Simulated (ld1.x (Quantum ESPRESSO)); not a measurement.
## Sn (Z = 50): excitation energies, all-electron against TM

| Quantity | Value |
| --- | --- |
| Element | tin (Sn) |
| Generator | ld1.x (Quantum ESPRESSO) 7.5 |
| Type | norm-conserving Troullier–Martins (Kleinman–Bylander form) |
| Functional | LDA (PZ) |
| Relativity | scalar-relativistic |
| Frozen core | [Ar] 3d10 |
| Valence charge | 22 |
| Reference configuration | 4s2 4p6 4d10 5s2 5p2 |
| Partial waves | 4s (bound): rc 1.45 bohr; 4d (bound): rc 1.30 bohr; 4p (bound): rc 0.85 bohr |
| Local potential | the p channel |
| Core correction | none |

Occupied shells without a wave of their own: 5p, 5s. They enter only through the test configuration that unscreens the potential.

Energies are relative to the spin-unpolarised reference configuration 4s2 4p6 4d10 5s2 5p2; without spin polarisation the order of configurations can differ from experiment. Spin-polarised rows fill each open shell by Hund’s rule, majority spin first.

| valence configuration | charge | ΔE all-electron (eV) | error AE − PS (meV) |
| --- | --- | --- | --- |
| 4s2 4p6 4d10 5s2 5p0 | +2 | 21.362 | -188 |
| 4s2 4p6 4d10 5s1 5p0 | +3 | 52.813 | -2896 |
| 4s2 4p6 4d9 5s2 5p2 | +1 | 32.767 | +27 |
| 4s2 4p6 4d10 5s0 5p0 | +4 | 94.372 | -6534 |
| 4s2 4p6 4d9 5s2 5p3 | 0 | 24.348 | +129 |
| 4s1 4p6 4d10 5s2 5p2 | +1 | 141.919 | -180 |
| 4s2 4p6 4d10 5s2 5p1 (spin-polarised) | +1 | 6.945 | -63 |

Problem. What are ΔE and the potential's error for 4s2 4p6 4d10 5s2 5p2 (spin-polarised)?

Solution. ΔE = -0.475 eV all-electron; the error (AE − PS) is +20 meV.

Problem. What are ΔE and the potential's error for 4s2 4p6 4d10 5s2 5p1?

Solution. ΔE = 7.098 eV all-electron; the error (AE − PS) is -71 meV.

These tests converged, but a pseudo level misses the all-electron one widely, so the file describes the atom poorly there or has found another state: 4s2 4p6 4d10 5s2 5p1: 5s by 2.0 eV; 4s2 4p6 4d10 5s2 5p0: 5s by 2.3 eV; 4s2 4p6 4d10 5s1 5p0: 5s by 3.1 eV; 4s2 4p6 4d9 5s2 5p2: 5s by 2.5 eV; 4s2 4p6 4d9 5s2 5p3: 5s by 2.3 eV; 4s1 4p6 4d10 5s2 5p2: 5s by 2.7 eV. The 5p, 5s levels have no wave, so the channel is fitted at the deeper level alone: the likely source of the large errors.

The potential misses its own reference levels by up to 1.8 eV, so it is not fit for use.
